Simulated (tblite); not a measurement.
C5H9F3O2Si.
SMILES with atom numbers: `[CH3:1][CH2:2][C@@H:3]1[O:4][SiH2:5][O:6][C@H:7]1[C:8]([F:9])([F:10])[F:11]` (hydrogens: H12, H13, H14 on C1; H15, H16 on C2; H17 on C3; H18, H19 on Si5; H20 on C7)

Geometry (GFN2-xTB, Å), atoms numbered from 1 in this order:
```xyz
20
C5H9F3O2Si angstrom
C      2.3892    0.5024   -0.7720
C      1.4884   -0.6893   -0.4758
C      0.2744   -0.3052    0.3693
O     -0.3260   -1.4446    0.9129
Si    -1.7794   -1.7973    0.2524
O     -1.8246   -0.4890   -0.7566
C     -0.8131    0.4099   -0.4791
C     -1.3911    1.5934    0.2933
F     -2.3580    2.2228   -0.3814
F     -1.9088    1.2320    1.4715
F     -0.4461    2.5157    0.5526
H      3.2245    0.1926   -1.3940
H      2.7834    0.9181    0.1520
H      1.8482    1.2899   -1.2914
H      1.1350   -1.1495   -1.4012
H      2.0463   -1.4443    0.0805
H      0.5911    0.3364    1.2010
H     -1.7332   -2.9619   -0.6115
H     -2.7967   -1.7269    1.2833
H     -0.4085    0.8055   -1.4183
```

Computed values, GFN2-xTB/tblite, gas phase, harmonic and unscaled. Against measured fundamentals such values can be off by several per cent, at times by over 20. Modes of hydrogen on silicon can be 10 to 20 % off. One conformer, not necessarily the lowest.

Harmonic wavenumbers (cm⁻¹): 36.0, 49.3, 90.7, 104.4, 148.6, 176.6, 226.8, 244.1, 302.4, 364.2, 372.6, 407.7, 470.1, 474.7, 507.8, 543.3, 620.7, 633.9, 668.9, 743.2, 782.4, 809.1, 817.8, 838.7, 856.4, 925.8, 972.2, 1060.2, 1074.5, 1086.6, 1090.9, 1120.7, 1135.7, 1148.5, 1196.2, 1224.0, 1238.6, 1259.3, 1277.6, 1307.0, 1345.3, 1419.2, 1485.8, 1497.8, 1500.8, 2364.9, 2392.1, 2910.6, 2925.8, 2978.5, 2998.1, 3038.0, 3045.6, 3052.1.

A = 1125, B = 951.0, C = 625.6 MHz; mass 186.032 u (most abundant isotopes); point group C1, symmetry number 1.

Q: What is the zero-point energy?

A: Half the sum of the wavenumbers: 30681 cm⁻¹ = 367.03 kJ/mol.

Q: Entropy at 298.15 K, 1 bar (ideal gas, RRHO, classical rotation)?

A: Translation 174.03, rotation 127.83, vibration 152.92: S = 454.8 J/(mol K).

Q: And Cp and H(298.15 K) − H(0)?

A: Cp = 189.88 J/(mol K), of which vibrations give 156.62 (their classical limit is 54 R = 449.0); H(298.15 K) − H(0) = 33.54 kJ/mol without the zero-point energy, 23.63 from vibrations.

Q: How do the functions run with temperature in this model?

A: 
```json
{"T (K)": "100", "S (J/(mol K))": "313.1", "Cp (J/(mol K))": "88.1", "H − H(0) (kJ/mol)": "6.04", "G − H(0) (kJ/mol)": "-25.27", "ln q(vib)": "2.46"}
{"T (K)": "200", "S (J/(mol K))": "389.7", "Cp (J/(mol K))": "139.1", "H − H(0) (kJ/mol)": "17.39", "G − H(0) (kJ/mol)": "-60.56", "ln q(vib)": "5.71"}
{"T (K)": "300", "S (J/(mol K))": "456.0", "Cp (J/(mol K))": "190.8", "H − H(0) (kJ/mol)": "33.90", "G − H(0) (kJ/mol)": "-102.89", "ln q(vib)": "8.92"}
{"T (K)": "500", "S (J/(mol K))": "574.8", "Cp (J/(mol K))": "276.4", "H − H(0) (kJ/mol)": "81.17", "G − H(0) (kJ/mol)": "-206.25", "ln q(vib)": "15.24"}
{"T (K)": "800", "S (J/(mol K))": "723.0", "Cp (J/(mol K))": "352.1", "H − H(0) (kJ/mol)": "176.63", "G − H(0) (kJ/mol)": "-401.77", "ln q(vib)": "24.15"}
{"T (K)": "1000", "S (J/(mol K))": "805.1", "Cp (J/(mol K))": "382.8", "H − H(0) (kJ/mol)": "250.31", "G − H(0) (kJ/mol)": "-554.77", "ln q(vib)": "29.58"}
```

q(vib) and H(0) count from the zero-point level.

Q: What must be added to the electronic energy to get the Gibbs energy at 298.15 K and 1 bar?

A: ZPE + [H(298.15 K) − H(0)] − T·S = 367.03 + 33.54 − 135.59 = 264.98 kJ/mol.

Q: Which modes carry the vibrational entropy at 298.15 K?

A: 36.0 cm⁻¹: 22.88; 49.3 cm⁻¹: 20.27; 90.7 cm⁻¹: 15.25; 104.4 cm⁻¹: 14.10; 148.6 cm⁻¹: 11.26; 176.6 cm⁻¹: 9.89 J/(mol K); the other 48 give 59.27 together.

Hindered rotation and anharmonicity are outside this model. Other conformers, if any are populated, would add a mixing term that is left out. The structure is chiral; the term R ln 2 for an equal mix with its mirror image is left out.
